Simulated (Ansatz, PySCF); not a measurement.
HNSi, SMILES N#[SiH].

Geometry: B3LYP-D3(BJ)/def2-TZVPD.

Two levels are set side by side: PBE/def2-TZVPD (Ansatz, an electronic-structure program) and EOM-CCSD/aug-cc-pVDZ (PySCF). PBE by ΔSCF, the other level by its IP root; same geometry, the bases differ. Differences are taken from unrounded values.

| quantity | EOM-CCSD |
|---|---|
| vertical ionisation energy (eV) | 10.24 |

Problem. What does PBE give, and how far is it from EOM-CCSD? (Estimate from the structure and the level; the computed values follow.)

Solution. 
```csv
quantity,PBE,PBE minus EOM-CCSD
vertical ionisation energy (eV),10.29,0.06
```

Here PBE gives about what the other level gives.
